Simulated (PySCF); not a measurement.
Match each property card to its molecule.

Structures:
1. `F[C@@H]1C=C[C@@H](CCCl)[SiH2]1`
2. `C#C[Si@H](C[SiH3])N([SiH3])[SiH2]Cl`
3. `N#C[SiH2]c1ccc(F)cc1`

Card P (geometry GFN2-xTB):
* Rotational constants A, B, C: 0.794, 0.564, 0.426 GHz
* Dipole moment (PBE0/pcSseg-1): 2.04 D
* HOMO energy (PBE0/pcSseg-1): -7.90 eV
* Point group: C1
* Isotropic shieldings of nuclei other than C and H, by class (GIAO PBE0/pcSseg-1): 229 (1 N), 365 (1 Si), 376 (1 Si), 403 (1 Si), 424 (1 Si), 907 (1 Cl) ppm

Card Q (geometry GFN2-xTB):
* Rotational constants A, B, C: 1.749, 0.887, 0.802 GHz
* HOMO energy (PBE0/pcSseg-1): -7.43 eV
* Isotropic shieldings of nuclei other than C and H, by class (GIAO PBE0/pcSseg-1): 413 (1 F), 375 (1 Si), 873 (1 Cl) ppm
* Point group: C1
* Dipole moment (PBE0/pcSseg-1): 3.73 D

Card R (geometry GFN2-xTB):
* Rotational constants A, B, C: 2.870, 0.550, 0.523 GHz
* HOMO energy (PBE0/pcSseg-1): -7.80 eV
* Point group: C1
* Isotropic shieldings of nuclei other than C and H, by class (GIAO PBE0/pcSseg-1): -98 (1 N), 278 (1 F), 418 (1 Si) ppm
* Dipole moment (PBE0/pcSseg-1): 3.59 D
* 13C chemical shifts (computed TMS as zero) by class (GIAO PBE0/pcSseg-1): 175.6 (1 C), 143.9 (2 C), 126.7 (1 C), 123.5 (1 C), 122.0 (2 C) ppm

Each SMILES stands for a single optimised conformer of the isolated species, non-relativistic unless stated. Electronic properties by PySCF. NMR classes are plain means over equivalent atoms (diastereotopic ones count apart unless rotation or inversion swaps them), as if these changed places fast.

Problem. Which card belongs to which structure?

Solution. P = 2, Q = 1, R = 3. What ties each card to its structure:
- 1 (card Q), C6H10ClFSi, monoisotopic mass 164.0 u, 9 heavy atoms: an asymmetric top with C = 0.802 GHz, the highest such constant on the cards; dipole 3.73 D.
- 2 (card P), C3H12ClNSi4, monoisotopic mass 209.0 u, 9 heavy atoms: an asymmetric top with C = 0.426 GHz, the lowest such constant on the cards; dipole 2.04 D.
- 3 (card R), C7H6FNSi, monoisotopic mass 151.0 u, 10 heavy atoms: 7 C in 5 classes; the least shielded carbon (175.6 ppm) is an aromatic C–F carbon; an asymmetric top with C = 0.523 GHz; dipole 3.59 D.
